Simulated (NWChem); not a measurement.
System: C₂H₇NOSi₂; SMILES O[Si@H]1CC([SiH3])=N1

NWChem input:

```
start job
memory heap 200 mb stack 900 mb global 1100 mb
geometry units angstroms noautosym nocenter noautoz
  O      0.315300     2.822336    -0.572412
  Si    -0.018403     1.503341     0.374494
  C     -1.257261     0.155811    -0.150835
  C      0.025423    -0.686449     0.023923
  Si     0.133197    -2.586920    -0.086851
  N      1.057305     0.064094     0.279458
  H      0.547090     2.657807    -1.497479
  H     -0.163630     2.066141     1.737069
  H     -1.613558     0.170008    -1.187550
  H     -2.095322    -0.120425     0.499675
  H     -0.776091    -3.179643     0.932730
  H     -0.340008    -3.025529    -1.429503
  H      1.523579    -3.048724     0.138154
end
basis spherical
  * library def2-svp
end
dft
  xc b3lyp
  iterations 150
  mulliken
end
task dft energy
esp
  recalculate
  probe 0.07
  range 0.3
  factor 1.0
  spacing 0.02
end
task esp
```

NWChem printed, in part:

```
             Northwest Computational Chemistry Package (NWChem) 7.3.0
             --------------------------------------------------------

                             Geometry "geometry" -> ""
                             -------------------------

 Output coordinates in angstroms (scale by  1.889725989 to convert to a.u.)

  No.       Tag          Charge          X              Y              Z
 ---- ---------------- ---------- -------------- -------------- --------------
    1 O                    8.0000     0.31530000     2.82233600    -0.57241200
    2 Si                  14.0000    -0.01840300     1.50334100     0.37449400
    3 C                    6.0000    -1.25726100     0.15581100    -0.15083500
    4 C                    6.0000     0.02542300    -0.68644900     0.02392300
    5 Si                  14.0000     0.13319700    -2.58692000    -0.08685100
    6 N                    7.0000     1.05730500     0.06409400     0.27945800
    7 H                    1.0000     0.54709000     2.65780700    -1.49747900
    8 H                    1.0000    -0.16363000     2.06614100     1.73706900
    9 H                    1.0000    -1.61355800     0.17000800    -1.18755000
   10 H                    1.0000    -2.09532200    -0.12042500     0.49967500
   11 H                    1.0000    -0.77609100    -3.17964300     0.93273000
   12 H                    1.0000    -0.34000800    -3.02552900    -1.42950300
   13 H                    1.0000     1.52357900    -3.04872400     0.13815400

 Effective nuclear repulsion energy (a.u.)     344.8681052599

                                 NWChem DFT Module
                                 -----------------

 Summary of "ao basis" -> "ao basis" (spherical)
 ------------------------------------------------------------------------------
       Tag                 Description            Shells   Functions and Types
 ---------------- ------------------------------  ------  ---------------------
 O                          def2-svp                 6       14   3s2p1d
 Si                         def2-svp                 8       18   4s3p1d
 C                          def2-svp                 6       14   3s2p1d
 N                          def2-svp                 6       14   3s2p1d
 H                          def2-svp                 3        5   2s1p

            General Information
            -------------------
          SCF calculation type: DFT
          Wavefunction type:  closed shell.
          No. of atoms     :    13
          No. of electrons :    62
           Alpha electrons :    31
            Beta electrons :    31
          Charge           :     0
          Spin multiplicity:     1
          Use of symmetry is: off; symmetry adaption is: off
          Maximum number of iterations: 150
          AO basis - number of functions:   127
                     number of shells:    61
          Convergence on energy requested:  1.00D-06
          Convergence on density requested:  1.00D-05
          Convergence on gradient requested:  5.00D-04

              XC Information
              --------------
                         B3LYP Method XC Potential
                     Hartree-Fock (Exact) Exchange  0.200
                        Slater Exchange Functional  0.800 local
                    Becke 1988 Exchange Functional  0.720 non-local
              Lee-Yang-Parr Correlation Functional  0.810
                  VWN I RPA Correlation Functional  0.190 local

             Grid Information
             ----------------
          Grid used for XC integration:  medium
          Radial quadrature: Mura-Knowles
          Angular quadrature: Lebedev.
          Tag              B.-S. Rad. Rad. Pts. Rad. Cut. Ang. Pts.
          ---              ---------- --------- --------- ---------
          O                   0.60       49          14.0       434
          Si                  1.10       88          13.0       590
          C                   0.70       49          11.0       434
          N                   0.65       49          10.0       434
          H                   0.35       45          14.0       434
          Grid pruning is: on
          Number of quadrature shells:   687
          Spatial weights used:  Erf1

      Superposition of Atomic Density Guess
      -------------------------------------

 Sum of atomic energies:        -785.15699825

      Non-variational initial energy
      ------------------------------

 Total energy =    -788.045996
 1-e energy   =   -1768.372034
 2-e energy   =     635.457933
 HOMO         =      -0.277219
 LUMO         =      -0.041105

     ---------------------------------------------
      Total Density - Mulliken Population Analysis
     ---------------------------------------------

    Atom       Charge   Shell Charges
 -----------   ------   -------------------------------------------------------
    1 O    8     8.76   1.99  1.10  0.63  3.08  1.94  0.00
    2 Si  14    12.92   2.00  1.99  0.93  0.20  5.93  0.95  0.60  0.31
    3 C    6     6.47   1.99  0.99  0.27  2.07  1.13  0.02
    4 C    6     5.84   1.99  0.98  0.30  1.66  0.85  0.06
    5 Si  14    13.54   2.00  1.99  1.01  0.28  5.94  1.14  1.07  0.11
    6 N    7     7.80   1.99  1.11  0.64  2.45  1.58  0.02
    7 H    1     0.65   0.52  0.07  0.06
    8 H    1     1.09   0.70  0.38  0.01
    9 H    1     0.85   0.64  0.18  0.03
   10 H    1     0.86   0.65  0.19  0.03
   11 H    1     1.06   0.69  0.36  0.01
   12 H    1     1.06   0.69  0.36  0.01
   13 H    1     1.07   0.70  0.37  0.01

   convergence    iter        energy       DeltaE   RMS-Dens  Diis-err
 ---------------- ----- ----------------- --------- --------- ---------
 d= 0,ls=0.0,diis     1   -788.9782115706 -1.13D+03  1.38D-02  9.05D-01
 d= 0,ls=0.0,diis     2   -788.8310113532  1.47D-01  9.25D-03  2.33D+00
 d= 0,ls=0.0,diis     3   -789.0825704903 -2.52D-01  1.98D-03  8.44D-02
 d= 0,ls=0.0,diis     4   -789.0896243387 -7.05D-03  8.98D-04  2.74D-02
 d= 0,ls=0.0,diis     5   -789.0924886383 -2.86D-03  2.24D-04  1.10D-03
  Resetting Diis
 d= 0,ls=0.0,diis     6   -789.0925933921 -1.05D-04  7.42D-05  1.14D-04
 d= 0,ls=0.0,diis     7   -789.0926075675 -1.42D-05  3.27D-05  5.00D-06
 d= 0,ls=0.0,diis     8   -789.0926069033  6.64D-07  1.91D-05  1.02D-05
 d= 0,ls=0.0,diis     9   -789.0926082103 -1.31D-06  3.70D-06  4.29D-07
 d= 0,ls=0.0,diis    10   -789.0926082551 -4.48D-08  1.01D-06  2.02D-08

         Total DFT energy =     -789.092608255092
      One electron energy =    -1773.066488718922
           Coulomb energy =      709.969230117379
    Exchange-Corr. energy =      -70.863454913437
 Nuclear repulsion energy =      344.868105259887

 Numeric. integr. density =       62.000010978362

                       DFT Final Molecular Orbital Analysis
                       ------------------------------------

 Vector   29  Occ=2.000000D+00  E=-3.187084D-01
              MO Center=  2.2D-01, -4.0D-01,  3.8D-02, r^2= 3.8D+00
   Bfn.  Coefficient  Atom+Function         Bfn.  Coefficient  Atom+Function
  ----- ------------  ---------------      ----- ------------  ---------------
    84      0.368220   6 N  pz               52     -0.300767   4 C  pz
    87     -0.252613   6 N  pz               55     -0.211262   4 C  pz
   118     -0.145507  12 H  s               103     -0.140716   9 H  s
   113      0.136946  11 H  s                38      0.130892   3 C  pz
     5      0.122150   1 O  py               82     -0.108632   6 N  px

 Vector   30  Occ=2.000000D+00  E=-2.869421D-01
              MO Center= -3.8D-01,  5.7D-01,  1.0D-01, r^2= 4.0D+00
   Bfn.  Coefficient  Atom+Function         Bfn.  Coefficient  Atom+Function
  ----- ------------  ---------------      ----- ------------  ---------------
    37      0.354332   3 C  py               40      0.238988   3 C  py
    51     -0.217134   4 C  py               35      0.213268   3 C  s
     4      0.183735   1 O  px               82     -0.180841   6 N  px
    98     -0.177891   8 H  s                99     -0.163099   8 H  s
     5      0.140130   1 O  py                7      0.140765   1 O  px

 Vector   31  Occ=2.000000D+00  E=-2.424092D-01
              MO Center=  6.1D-01, -1.7D-01,  1.9D-01, r^2= 2.7D+00
   Bfn.  Coefficient  Atom+Function         Bfn.  Coefficient  Atom+Function
  ----- ------------  ---------------      ----- ------------  ---------------
    82      0.382414   6 N  px               85     -0.292418   6 N  px
    83     -0.273999   6 N  py               36     -0.212310   3 C  px
    35     -0.206649   3 C  s                86      0.195127   6 N  py
    17      0.189599   2 Si s                81     -0.179612   6 N  s
    69      0.163250   5 Si py               63      0.159755   5 Si s

 Vector   32  Occ=0.000000D+00  E=-4.459885D-02
              MO Center=  2.8D-01, -5.1D-01,  7.0D-02, r^2= 3.1D+00
   Bfn.  Coefficient  Atom+Function         Bfn.  Coefficient  Atom+Function
  ----- ------------  ---------------      ----- ------------  ---------------
    55      0.462511   4 C  pz               52      0.420766   4 C  pz
    87     -0.388537   6 N  pz               84      0.361922   6 N  pz
    27     -0.310305   2 Si pz               73      0.277311   5 Si pz
   114     -0.269593  11 H  s               119      0.257882  12 H  s
    99      0.229781   8 H  s                 3     -0.170795   1 O  s

 Vector   33  Occ=0.000000D+00  E= 3.147076D-02
              MO Center=  1.1D-03,  1.6D+00, -7.3D-01, r^2= 6.5D+00
   Bfn.  Coefficient  Atom+Function         Bfn.  Coefficient  Atom+Function
  ----- ------------  ---------------      ----- ------------  ---------------
    94     -0.803996   7 H  s                 3      0.764694   1 O  s
    35      0.676531   3 C  s                18     -0.532556   2 Si s
    26     -0.380863   2 Si py               71      0.371854   5 Si px
   124     -0.369659  13 H  s               109     -0.354607  10 H  s
    99      0.324262   8 H  s                25      0.282451   2 Si px

 Vector   34  Occ=0.000000D+00  E= 3.456109D-02
              MO Center= -1.7D-01, -2.2D+00, -1.1D-01, r^2= 5.8D+00
   Bfn.  Coefficient  Atom+Function         Bfn.  Coefficient  Atom+Function
  ----- ------------  ---------------      ----- ------------  ---------------
    72      1.354788   5 Si py               35     -0.947340   3 C  s
    49     -0.935089   4 C  s                54      0.575921   4 C  py
   104      0.480063   9 H  s               124      0.439823  13 H  s
   109      0.415054  10 H  s               114      0.327045  11 H  s
    26     -0.304816   2 Si py               64      0.280336   5 Si s

     ---------------------------------------------
      Total Density - Mulliken Population Analysis
     ---------------------------------------------

    Atom       Charge   Shell Charges
 -----------   ------   -------------------------------------------------------
    1 O    8     8.38   1.99  1.08  0.64  2.90  1.77  0.01
    2 Si  14    13.34   2.00  1.98  1.01  0.14  5.93  1.22  0.66  0.42
    3 C    6     6.19   1.99  0.92  0.22  2.12  0.92  0.02
    4 C    6     6.15   1.99  0.97  0.30  2.00  0.83  0.06
    5 Si  14    13.55   2.00  1.98  1.06  0.20  5.93  1.32  0.90  0.16
    6 N    7     7.32   1.99  1.06  0.66  2.31  1.29  0.02
    7 H    1     0.81   0.67  0.06  0.07
    8 H    1     1.10   0.75  0.34  0.01
    9 H    1     0.95   0.73  0.19  0.02
   10 H    1     0.95   0.73  0.19  0.02
   11 H    1     1.09   0.74  0.33  0.01
   12 H    1     1.09   0.74  0.34  0.01
   13 H    1     1.07   0.74  0.32  0.01

     -------------------------------------------
      Total Density - Lowdin Population Analysis
     -------------------------------------------

    Atom       Charge   Shell Charges
 -----------   ------   -------------------------------------------------------
    1 O    8     8.21   1.97  0.88  0.60  2.72  2.02  0.01
    2 Si  14    13.40   2.00  1.93  0.62  0.30  5.81  1.23  0.89  0.63
    3 C    6     6.24   1.96  0.61  0.33  1.92  1.35  0.06
    4 C    6     6.12   1.97  0.66  0.34  1.83  1.19  0.13
    5 Si  14    13.55   2.00  1.93  0.67  0.34  5.82  1.33  1.20  0.26
    6 N    7     7.26   1.97  0.85  0.55  2.17  1.68  0.05
    7 H    1     0.91   0.55  0.18  0.18
    8 H    1     1.11   0.66  0.42  0.02
    9 H    1     0.97   0.63  0.27  0.07
   10 H    1     0.97   0.63  0.27  0.07
   11 H    1     1.09   0.65  0.42  0.02
   12 H    1     1.10   0.65  0.42  0.02
   13 H    1     1.09   0.65  0.42  0.02

     Multipole analysis of the density
     ---------------------------------

     L   x y z        total         alpha         beta         nuclear
     -   - - -        -----         -----         ----         -------
     0   0 0 0     -0.000000    -31.000000    -31.000000     62.000000

     1   1 0 0     -0.661575     -1.485110     -1.485110      2.308646
     1   0 1 0     -0.121855     -0.243330     -0.243330      0.364806
     1   0 0 1     -0.592486     -0.140847     -0.140847     -0.310792

     2   2 0 0    -40.113743    -71.339216    -71.339216    102.564689
     2   1 1 0      0.380929     -1.679805     -1.679805      3.740539
     2   1 0 1     -1.305644     -2.877330     -2.877330      4.449017
     2   0 2 0    -40.711424   -434.584782   -434.584782    828.458139
     2   0 1 1     -2.233415      1.965293      1.965293     -6.164001
     2   0 0 2    -35.639996    -45.012330    -45.012330     54.384664

                     NWChem Electrostatic Potential Fit Module
                     -----------------------------------------

 Atom parameters

 Number of atoms is                                   13
 Number of basis functions is                        127

 Grid parameters

 Maximum number of grid points is                  52958
 Number of grid points is                          52957
 Grid range                                     0.300000 nm
 Grid spacing                                   0.020000 nm
 Probe radius                                   0.070000 nm
 Atom radius factor                             1.000000

 Atomic radii

    1    0.100000
    6    0.147000
    7    0.140000
    8    0.136000
   14    0.187000
 FASTESP  F
  using M.O. file = ./job.movecs

    Atom              Coordinates                           Charge

                                                  ESP

    1 O     0.031530    0.282234   -0.057241   -0.700344
    2 Si   -0.001840    0.150334    0.037449    1.009290
    3 C    -0.125726    0.015581   -0.015084   -0.619867
    4 C     0.002542   -0.068645    0.002392    0.453670
    5 Si    0.013320   -0.258692   -0.008685    0.315086
    6 N     0.105731    0.006409    0.027946   -0.680718
    7 H     0.054709    0.265781   -0.149748    0.414987
    8 H    -0.016363    0.206614    0.173707   -0.165827
    9 H    -0.161356    0.017001   -0.118755    0.134666
   10 H    -0.209532   -0.012043    0.049968    0.122419
   11 H    -0.077609   -0.317964    0.093273   -0.098504
   12 H    -0.034001   -0.302553   -0.142950   -0.101444
   13 H     0.152358   -0.304872    0.013815   -0.083413
                                            ------------
                                               -0.000000

 Dipole moment                                  0.903526

 Quadrupole moment Qxx                         -3.334396
                   Qyy                         -6.428475
                   Qzz                          9.762871

 RMS deviation kJ/mol                           0.057027

 RRMS %                                        29.772914
```

Level: B3LYP/def2-SVP. The geometry was optimised at B3LYP/6-31G* (spherical d).
